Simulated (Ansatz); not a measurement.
## Molecular dynamics of ClH5W

Input file:

```yaml
crystal:
  periodic: [false, false, false]
  atoms:
    - { symbol: W, position_ang: [-0.184713, -0.343663, -0.188883] }
    - { symbol: H, position_ang: [0.096745, 0.232253, 1.322093] }
    - { symbol: H, position_ang: [1.350716, -0.135375, 0.373136] }
    - { symbol: H, position_ang: [0.402212, 1.207739, 0.062326] }
    - { symbol: H, position_ang: [-1.444183, 0.392951, 0.670047] }
    - { symbol: Cl, position_ang: [0.267024, -2.553491, 0.181435] }
    - { symbol: H, position_ang: [0.411901, 0.529586, -1.520451] }
basis:
  gaussian: { orbitals: def2-SVP }
hamiltonian:
  xc: pbe0
  dispersion: d4
md:
  timestep: 0.5
  n_steps: 185
  ensemble: nve
  temperature: 300.0
  initial_velocities: maxwell_boltzmann
  seed: 5608
```

Run as:

```bash
$ ansatz run input.yaml --threads 1 --pin off --max-ram 2048MiB --backend cpu --events-out ev --progress --plain --runs-dir out
```

It starts at the highest image of a converged band. Of that band: The profile has 2 maxima (images 2, 7) with wells between them (image 6): this band takes more than one step, which may be the mechanism or a detour left from its start path. A vibrational analysis at the climbing image gives one clearly imaginary mode, 401i cm⁻¹: a first-order saddle point.

Output, in part (step lines, the closing report, with atoms numbered from 0):

```
md step     0: t =     0.00 fs  T =   300.0 K  F+E_penalty+E_count = -14419.67741895 eV  E_kin = 0.193890 eV  conserved = -14419.48352895 eV  (30 SCF iters)
[... lines left out ...]
Total energy: -14419.89837421 eV, -529.9214910939 hartree
Atom 0 at    -0.181053    -0.341023    -0.171143 Å, force    -1.156295     0.490880     0.493584 eV/Å
Atom 1 at    -0.186581     1.041919     0.850635 Å, force     0.069120    -0.518731    -0.328055 eV/Å
Atom 2 at     1.034815    -0.137536     0.931584 Å, force     0.263895     0.301159    -0.289252 eV/Å
Atom 3 at     0.974571     0.819498    -0.714528 Å, force    -0.443468    -0.497425     0.527477 eV/Å
Atom 4 at    -1.822857     0.218114     0.281582 Å, force     1.135002    -0.369546    -0.222810 eV/Å
Atom 5 at     0.270916    -2.552593     0.128644 Å, force    -0.134204     0.310112     0.182549 eV/Å
Atom 6 at     0.013086    -0.227941    -1.821017 Å, force     0.265949     0.283550    -0.363492 eV/Å
Dipole moment:    -0.156613    -0.052994    -0.103373 e Å
```

The steps, from the saved trajectory:

```json
{"time (fs)": "0", "T (K)": "300", "potential energy less start (eV)": "0.000", "conserved less start (meV/atom)": "0.00"}
{"time (fs)": "3", "T (K)": "129", "potential energy less start (eV)": "0.111", "conserved less start (meV/atom)": "0.13"}
{"time (fs)": "6", "T (K)": "129", "potential energy less start (eV)": "0.111", "conserved less start (meV/atom)": "0.07"}
{"time (fs)": "9", "T (K)": "114", "potential energy less start (eV)": "0.121", "conserved less start (meV/atom)": "0.08"}
{"time (fs)": "12", "T (K)": "70", "potential energy less start (eV)": "0.150", "conserved less start (meV/atom)": "0.14"}
{"time (fs)": "15", "T (K)": "254", "potential energy less start (eV)": "0.030", "conserved less start (meV/atom)": "0.03"}
{"time (fs)": "18", "T (K)": "192", "potential energy less start (eV)": "0.070", "conserved less start (meV/atom)": "0.08"}
{"time (fs)": "21", "T (K)": "124", "potential energy less start (eV)": "0.114", "conserved less start (meV/atom)": "0.11"}
{"time (fs)": "24", "T (K)": "186", "potential energy less start (eV)": "0.074", "conserved less start (meV/atom)": "0.04"}
{"time (fs)": "27", "T (K)": "116", "potential energy less start (eV)": "0.120", "conserved less start (meV/atom)": "0.13"}
{"time (fs)": "30", "T (K)": "259", "potential energy less start (eV)": "0.027", "conserved less start (meV/atom)": "0.06"}
{"time (fs)": "33", "T (K)": "319", "potential energy less start (eV)": "-0.012", "conserved less start (meV/atom)": "0.05"}
{"time (fs)": "36", "T (K)": "284", "potential energy less start (eV)": "0.011", "conserved less start (meV/atom)": "0.14"}
{"time (fs)": "39", "T (K)": "496", "potential energy less start (eV)": "-0.127", "conserved less start (meV/atom)": "0.04"}
{"time (fs)": "42", "T (K)": "578", "potential energy less start (eV)": "-0.179", "conserved less start (meV/atom)": "0.09"}
{"time (fs)": "45", "T (K)": "703", "potential energy less start (eV)": "-0.260", "conserved less start (meV/atom)": "0.07"}
{"time (fs)": "48", "T (K)": "768", "potential energy less start (eV)": "-0.302", "conserved less start (meV/atom)": "0.00"}
{"time (fs)": "51", "T (K)": "520", "potential energy less start (eV)": "-0.141", "conserved less start (meV/atom)": "0.10"}
{"time (fs)": "54", "T (K)": "404", "potential energy less start (eV)": "-0.067", "conserved less start (meV/atom)": "0.09"}
{"time (fs)": "57", "T (K)": "457", "potential energy less start (eV)": "-0.101", "conserved less start (meV/atom)": "0.07"}
{"time (fs)": "60", "T (K)": "558", "potential energy less start (eV)": "-0.166", "conserved less start (meV/atom)": "0.09"}
{"time (fs)": "63", "T (K)": "717", "potential energy less start (eV)": "-0.269", "conserved less start (meV/atom)": "0.02"}
{"time (fs)": "66", "T (K)": "658", "potential energy less start (eV)": "-0.231", "conserved less start (meV/atom)": "0.05"}
{"time (fs)": "69", "T (K)": "491", "potential energy less start (eV)": "-0.123", "conserved less start (meV/atom)": "0.10"}
{"time (fs)": "72", "T (K)": "427", "potential energy less start (eV)": "-0.082", "conserved less start (meV/atom)": "0.05"}
{"time (fs)": "75", "T (K)": "300", "potential energy less start (eV)": "0.001", "conserved less start (meV/atom)": "0.10"}
{"time (fs)": "78", "T (K)": "282", "potential energy less start (eV)": "0.012", "conserved less start (meV/atom)": "0.07"}
{"time (fs)": "81", "T (K)": "281", "potential energy less start (eV)": "0.013", "conserved less start (meV/atom)": "0.07"}
{"time (fs)": "84", "T (K)": "284", "potential energy less start (eV)": "0.011", "conserved less start (meV/atom)": "0.11"}
{"time (fs)": "87", "T (K)": "484", "potential energy less start (eV)": "-0.119", "conserved less start (meV/atom)": "0.05"}
{"time (fs)": "90", "T (K)": "621", "potential energy less start (eV)": "-0.207", "conserved less start (meV/atom)": "0.05"}
```

The run went to its last step. The conserved energy stayed within 0.16 meV per atom of its start (net change 0.074 meV per atom), so the integration is sound. The kinetic energy rose, since the run started high on the potential surface and went downhill. A run of 0.092 ps of so small a system gives no equilibrium averages. The orbitals stay closed-shell, which can raise the energy where a bond breaks towards radicals; this wasn't checked here.

The same pairs are bonded in the first frame and the last. Pairs count as bonded within 1.25 times the sum of covalent radii (0.12 Å more for H–H).

Last frame:

```xyz
7
Properties=species:S:1:pos:R:3
W -0.181 -0.341 -0.171
H -0.187 1.042 0.851
H 1.035 -0.138 0.932
H 0.975 0.820 -0.715
H -1.823 0.218 0.282
Cl 0.271 -2.553 0.129
H 0.013 -0.228 -1.821
```

The run took 10 min on 1 thread of Arm Neoverse V2, with other jobs on the host, peak memory 0.14 GiB.
